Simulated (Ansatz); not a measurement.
Compare A (`C[SiH](F)[SiH2]Cl`) with its isomer B (`FC([SiH3])[SiH2]Cl`).

Isolated molecules relaxed with PBE0-D4/def2-TZVP in Ansatz; ΔE leaves out vibrations. CBS: MP2 limit from def2 TZ/QZ plus the TZ coupled-cluster correction, frozen cores. DFT in def2-TZVPP. B3LYP here is the variant with VWN-RPA as its local correlation; programs differ in this. Each species was taken in one conformer, which may not be the lowest.

Q: Which is lower in electronic energy at CCSD(T)/CBS, and by how much? (Best estimate.)

A: The calculation gave: A, by 61.4 kcal/mol.

Q: Give E(B) − E(A) in kcal/mol with B3LYP-D4, PBE0-D4, MP2/def2-TZVPP, ωB97M-V, CCSD/def2-TZVPP, HF/def2-TZVPP, r2SCAN-D4. (An estimate is asked.)

A: Ansatz gave: B3LYP-D4 59.4, PBE0-D4 60.5, MP2/def2-TZVPP 62.0, ωB97M-V 58.7, CCSD/def2-TZVPP 60.6, HF/def2-TZVPP 60.9, r2SCAN-D4 60.8. None reverses the order clearly.

Largest T1 diagnostic: 0.011.

From PBE to PBE0 (25 % exact exchange), in def2-TZVPP and without D4, E(B) − E(A) moves by +1.5 kcal/mol.
